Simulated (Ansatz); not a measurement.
Reaction (ligand exchange at a Ge–C bond): `FC(F)=[CH][GeH3]` + `NC1=C[SiH2]1` → `[GeH3][NH]C1=C[SiH2]1` + `C=C(F)F`

Calculated with Ansatz (gas phase, PBE0-D4/def2-TZVP geometries, no zero-point term in ΔE). CBS: MP2 limit from def2 TZ/QZ plus the TZ coupled-cluster correction, frozen cores. DFT in def2-TZVPP. For Ge outer-core shells are correlated without core-valence functions, which leaves a few kJ/mol of doubt a bond. Scalar relativity is left out up to krypton. One conformer a species, not always the lowest.

Is it downhill or uphill in electronic energy at CCSD(T)/CBS, and by how much? (Estimate.)

Ansatz gave: Downhill: ΔE = -18.2 kJ/mol.

What do these levels give: r2SCAN-D4, ωB97M-V, B2PLYP, PBE, PBE0, MP2/def2-TZVPP, SCS-MP2/def2-TZVPP, CCSD/def2-TZVPP, HF/def2-QZVPP, SCS-MP2/def2-QZVPP, MP2/CBS(def2), CCSD/CBS(def2)? (An estimate is asked.)

Ansatz gave: r2SCAN-D4 -13.5, ωB97M-V -13.8, B2PLYP -17.2, PBE -9.2, PBE0 -10.2, MP2/def2-TZVPP -18.8, SCS-MP2/def2-TZVPP -20.4, CCSD/def2-TZVPP -18.5, HF/def2-QZVPP -22.4, SCS-MP2/def2-QZVPP -20.5, MP2/CBS(def2) -18.5, CCSD/CBS(def2) -18.2 kJ/mol.

Largest T1 diagnostic among the species: 0.013.

The D4 term adds −4.1 kJ/mol with B3LYP and −2.4 kJ/mol with PBE0; it sums over pairs of atoms, weighted by their polarisabilities, and B3LYP, whose exchange is more repulsive, gets the larger term.

B3LYP here is the variant with VWN-RPA as its local correlation; programs differ in this.
